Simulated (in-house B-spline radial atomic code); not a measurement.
A fraction x of an electron is removed from 5p in Cs2+, starting from [Kr] 4d10 5s2 5p5 and keeping the highest spin. Method: scalar-relativistic (X2C) LC-wPBE, spin-polarised, spherical fractional occupations, Fermi nucleus of rms radius 4.8041 fm. Calculated with an all-electron radial atomic-structure program (B-spline basis).

Caution: exact exchange at fractional occupations of open shells leaves self-interaction of up to several eV.

| x | E(x) - E(0) (eV) | 5p down level (eV) |
| --- | --- | --- |
| 0 | 0.0000 | -29.938 |
| 0.04 | 1.2032 | -30.223 |
| 0.13 | 3.9523 | -30.869 |
| 0.32 | 9.9475 | -32.241 |
| 0.44 | 13.8688 | -33.114 |
| 0.5 | 15.8688 | -33.552 |
| 0.58 | 18.5764 | -34.139 |
| 0.74 | 24.1330 | -35.319 |
| 0.87 | 28.7871 | -36.283 |
| 0.94 | 31.3452 | -36.805 |
| 1 | 33.5669 | -37.253 |

The exact functional would give a straight line between the two integer points. Deviations E(x) - E(0) - x[E(1) - E(0)], in eV: -0.139 at x = 0.04, -0.411 at x = 0.13, -0.794 at x = 0.32, -0.901 at x = 0.44, -0.915 at x = 0.5, -0.892 at x = 0.58, -0.707 at x = 0.74, -0.416 at x = 0.87, -0.208 at x = 0.94.

The curve lies below the straight line by up to 0.915 eV (at x = 0.5): convex, the delocalisation error, to which spherically averaged exact exchange adds.

Question: How well does Slater's transition state (minus the level at half occupation) give the ionisation energy?

Answer: It gives 33.552 eV against 33.567 eV from the two total energies; NIST lists 33.20 eV, ground level to ground level. The end point has an open shell averaged over its orbitals, so its exact exchange keeps a self-interaction and this is no true integer point.
